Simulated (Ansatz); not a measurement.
Species: C8H9FSi, SMILES `C=C([SiH3])c1ccc(F)cc1` (Si–C–C–C torsion 33°) (charge 0, multiplicity 1).

Q: Give a relaxed geometry from PBE0-D3(BJ)/def2-SVP in Ansatz (a first-principles code).

A: This is not unique; one that fits is the end point of this relaxation, one of several conformers (outside a Z-matrix the atoms follow the SMILES, hydrogens last).
Cartesian coordinates (Å) in one orientation:
```xyz
19

C     -2.013     1.197     0.963
C     -1.402     0.371     0.095
Si    -2.455    -0.500    -1.204
C      0.054     0.111     0.149
C      0.782    -0.156    -1.021
C      2.154    -0.387    -0.988
C      2.809    -0.364     0.237
F      4.120    -0.590     0.281
C      2.121    -0.121     1.420
C      0.751     0.110     1.368
H     -1.454     1.754     1.723
H     -3.095     1.360     0.940
H     -2.236    -1.978    -1.157
H     -2.117    -0.039    -2.587
H     -3.891    -0.190    -0.936
H      0.272    -0.166    -1.988
H      2.724    -0.585    -1.897
H      2.664    -0.131     2.367
H      0.203     0.272     2.299
```
